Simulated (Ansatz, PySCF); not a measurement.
Reaction (SMILES): [H][P@TB5]([H])([H])[H] (PH4) -> [H][P@TB5-]([H])([H])[H] (an electron is taken up)
Structures are relaxed separately at B3LYP-D3(BJ)/def2-TZVP in Ansatz (a quantum-chemistry and plane-wave program).

Wanted: adiabatic electron affinity (0 K, with B3LYP-D3(BJ) harmonic zero-point energies from PySCF), positive where the reaction releases energy, in eV. Correlated levels leave the core frozen unless marked. Open shells are spin-unrestricted. No spin-orbit coupling. Non-relativistic. Anions need diffuse functions: def2-D sets add few; the other sets have none. Basis-set limits of correlation are two-point, X^-3; Hartree-Fock from the larger set.

```tsv
level	program	adiabatic electron affinity (eV)
TPSS-D4/def2-TZVPD	PySCF + dftd4	…
M06-L-D4/def2-TZVPD	PySCF + dftd4	…
PBE0-D3(BJ)/def2-TZVP	Ansatz + dftd3	0.49
PBE0-D4/def2-TZVPD	Ansatz + dftd4	0.65
PBE0/def2-TZVP	Ansatz	0.49
CCSD/cc-pV(D+d)Z	Ansatz	0.06
CCSD/cc-pwCVTZ	Ansatz	…
CCSD(T)/CBS(def2-TZVPPD,def2-QZVPPD)	Ansatz	…
```

Task: Complete the blanks.

Result: 
- TPSS-D4/def2-TZVPD, adiabatic electron affinity (eV): 0.70
- M06-L-D4/def2-TZVPD, adiabatic electron affinity (eV): 0.63
- CCSD/cc-pwCVTZ, adiabatic electron affinity (eV): 0.42
- CCSD(T)/CBS(def2-TZVPPD,def2-QZVPPD), adiabatic electron affinity (eV): 0.74
